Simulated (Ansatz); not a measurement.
A structure relaxed at B3LYP-D4/def2-SVP in Ansatz, charge 0, doublet:

```xyz
9

Cu    4.406   -0.031   -3.090
Cu   -2.905   -1.002    1.969
Cu   -0.862   -0.473    0.712
Cu    0.911    0.834   -0.393
Cu    2.450    0.947   -2.288
H     0.621    0.062    0.981
H    -2.311   -1.059    0.428
H     1.197    1.736   -1.679
H    -3.508   -1.013    3.359
```

Question: Give its formula.

Answer: the cluster Cu₅H₄.

Question: Summarise the bond lengths by kind (pairs closer than 1.2 times the sum of covalent radii, bridged metal pairs left out).

Answer: 1 × Cu–Cu 2.33 Å; 7 × Cu–H 1.52 to 1.65 Å.

The relaxation made no stability test and no search for a lower SCF solution. No other spin state of charge 0 was run. Another isomer (doublet) lies 2.75 eV lower at PBE0-D4/def2-TZVP; other spin states weren't run for this one.
